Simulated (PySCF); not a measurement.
Cartesian coordinates in Å; atom numbers follow the order of the lines, from 1:
```xyz
6

Ta   -0.012   -0.005   -0.417
N     0.016    0.020    1.327
H     0.031    0.029    2.340
Cl    2.178   -0.014   -1.118
Cl   -1.102    1.906   -1.103
Cl   -1.111   -1.935   -1.029
```

Geometry: PBE0-D3(BJ)/def2-SVP; GIAO shifts from PySCF 2.14.0 with density-fitted response routines, gas phase, scalar relativity only through the core potential, averaged over equivalent atoms.

At B3LYP/pcSseg-1 (def2-TZVP on Ta) (134 basis functions, 13 s wall time on 1 thread of an x86-64 server CPU, shared host):
| atoms | δ (ppm) |
| --- | --- |
| N2 | 387.9 |
| H3 | 5.37 |
| Cl4/Cl5/Cl6 | 428.7 |

Shifts are taken against calculated references (same method and geometry level): 15N (σref 263.54) against NH3; 1H (σref 31.38) vs TMS; 35Cl (σref 930.46) vs HCl.

Predict the values at PBE0/pcSseg-1 (def2-TZVP on Ta) on the same geometry.

Answers


```json
{"atoms": "N2", "δ at PBE0/pcSseg-1 (def2-TZVP on Ta)": "387.1", "change": "-0.8"}
{"atoms": "H3", "δ at PBE0/pcSseg-1 (def2-TZVP on Ta)": "5.34", "change": "-0.03"}
{"atoms": "Cl4/Cl5/Cl6", "δ at PBE0/pcSseg-1 (def2-TZVP on Ta)": "417.9", "change": "-10.8"}
```

Shifts are taken against calculated references (same method and geometry level): NH3 for 15N (265.67 ppm); 1H (31.27 ppm) against TMS; 35Cl (943.27 ppm) vs HCl.

The largest change is at Cl4/Cl5/Cl6 (chlorine bonded to Ta). Cost: 134 basis functions, 13 s wall time on 1 thread of an x86-64 server CPU, shared host.

Ta is described by an effective core potential, so it has no shielding of its own here; spin–orbit effects on the atoms bonded to it, which can be large, are absent, and the values of these neighbours are rough. Experimental scales use liquid or dissolved standards, which lie at an offset from isolated NH3 (liquid NH3: subtract about 20 ppm). Unscaled 15N shifts of sp2 nitrogen come out 20 to 40 ppm too high even then.
